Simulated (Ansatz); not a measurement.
Geometry optimisation, Ansatz, RKS B3LYP-D4/def2-SVP.

input.yaml

```yaml
crystal:
  periodic: [false, false, false]
  atoms:
    - { symbol: Zn, position_ang: [-0.0748, -0.1645, -0.0513] }
    - { symbol: "N", position_ang: [1.6451, 0.9845, 0.8428] }
    - { symbol: C, position_ang: [-1.4553, -1.5166, -0.5601] }
    - { symbol: H, position_ang: [0.8887, 1.7855, 0.0862] }
    - { symbol: F, position_ang: [-0.0843, 1.8844, -0.6232] }
    - { symbol: H, position_ang: [1.6665, 1.3348, 1.7885] }
    - { symbol: H, position_ang: [2.5897, 0.9778, 0.4873] }
    - { symbol: H, position_ang: [-1.0651, -2.5262, -0.5467] }
    - { symbol: H, position_ang: [-1.823, -1.2978, -1.5541] }
    - { symbol: H, position_ang: [-2.2875, -1.4619, 0.1305] }
basis:
  gaussian: { orbitals: def2-SVP }
hamiltonian:
  xc: b3lyp
  dispersion: d4
relax:
  f_tol: 0.15
  max_steps: 25
  restrain:
    - { distance: [0, 4], at: 1.79, k: 30.0 }
    - { distance: [3, 1], at: 1.02, k: 30.0 }
    - { distance: [0, 1], at: 3.23, k: 30.0 }
    - { distance: [3, 4], at: 2.18, k: 30.0 }
```

Launched with:

```bash
$ ansatz run input.yaml --threads 2 --pin off --max-ram 3072MiB --backend cpu --events-out ev --progress --plain --runs-dir out
```

Where does it end, and by what steps?

The forces met the threshold. The restraints hold the end off the free minimum. After 8 steps the energy has fallen by 0.608 eV (the restraints' own energy left out); Zn1 moved furthest, 1.05 Å. Parted: Zn1–N2. Joined: N2–H4.

```json
{"step": "0", "energy less start (eV)": "0.0000", "largest force component (eV/Å)": "2.304", "accepted": "yes"}
{"step": "1", "energy less start (eV)": "0.0374", "largest force component (eV/Å)": "4.524", "accepted": "yes"}
{"step": "2", "energy less start (eV)": "-0.0165", "largest force component (eV/Å)": "3.982", "accepted": "yes"}
{"step": "3", "energy less start (eV)": "0.0670", "largest force component (eV/Å)": "2.412", "accepted": "yes"}
{"step": "4", "energy less start (eV)": "-0.3146", "largest force component (eV/Å)": "1.816", "accepted": "yes"}
{"step": "5", "energy less start (eV)": "-0.5366", "largest force component (eV/Å)": "1.082", "accepted": "yes"}
{"step": "6", "energy less start (eV)": "-0.5407", "largest force component (eV/Å)": "0.849", "accepted": "no"}
{"step": "7", "energy less start (eV)": "-0.5948", "largest force component (eV/Å)": "0.561", "accepted": "yes"}
{"step": "8", "energy less start (eV)": "-0.6083", "largest force component (eV/Å)": "0.325", "accepted": "yes"}
```

```xyz
10
Properties=species:S:1:pos:R:3
Zn -0.851 0.236 -0.629
N 1.844 1.031 0.946
C -1.564 -1.563 -0.619
H 1.403 1.785 0.416
F -0.394 1.952 -0.803
H 1.881 1.340 1.918
H 2.813 0.973 0.630
H -0.776 -2.301 -0.407
H -2.008 -1.794 -1.600
H -2.349 -1.660 0.148
```

Whether the end is a true minimum wasn't checked by a vibrational analysis.

Time of the run: 35 s on 2 threads of Intel(R) Xeon(R) Platinum 8259CL CPU @ 2.50GHz (Skylake/Cascade Lake), on a shared host, peak memory 0.25 GiB.
